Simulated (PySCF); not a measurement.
3-fluoropenta-1,4-diene (C5H7F), SMILES C=CC(F)C=C.

Geometry: B3LYP-D3(BJ)/def2-SVP. One conformer was computed; it need not be the lowest.

The numbers are results of TDA-PBE/def2-SVPD (PySCF), not measurements.

Vertical excitations. 

| state | energy (eV) | λ (nm) | f | main pairs |
|---|---|---|---|---|
| S1 | 5.38 | 230 | 0.002 | HOMO→LUMO 74 %, HOMO→LUMO+1 17 % |
| S2 | 5.73 | 216 | 0.012 | HOMO−1→LUMO+1 49 %, HOMO−1→LUMO 35 %, HOMO→LUMO+1 14 % |
| S3 | 6.50 | 191 | 0.014 | HOMO−2→LUMO 90 % |
| S4 | 6.69 | 185 | 0.047 | HOMO−3→LUMO 65 % |
| S5 | 6.94 | 179 | 0.010 | HOMO−2→LUMO+1 80 % |
| S6 | 6.96 | 178 | 0.037 | HOMO−3→LUMO+1 43 %, HOMO→LUMO+2 23 %, HOMO→LUMO+1 12 %, HOMO−3→LUMO 10 % |
| S7 | 7.13 | 174 | 0.015 | HOMO→LUMO+2 70 %, HOMO−3→LUMO+1 28 % |
| S8 | 7.32 | 169 | 0.065 | HOMO−1→LUMO+2 91 % |
| S9 | 7.44 | 167 | 0.049 | HOMO→LUMO+3 84 % |
| S10 | 7.60 | 163 | 0.034 | HOMO→LUMO+4 86 % |
| T1 | 4.43 | 280 | 0 | HOMO→LUMO 50 %, HOMO→LUMO+1 36 %, HOMO−1→LUMO+1 11 % |
| T2 | 4.45 | 279 | 0 | HOMO−1→LUMO 70 %, HOMO→LUMO+1 16 % |
| T3 | 5.36 | 231 | 0 | HOMO→LUMO 43 %, HOMO→LUMO+1 41 %, HOMO−1→LUMO 13 % |
| T4 | 5.68 | 218 | 0 | HOMO−1→LUMO+1 74 %, HOMO−1→LUMO 16 % |
Triplets are in the Tamm–Dancoff approximation.
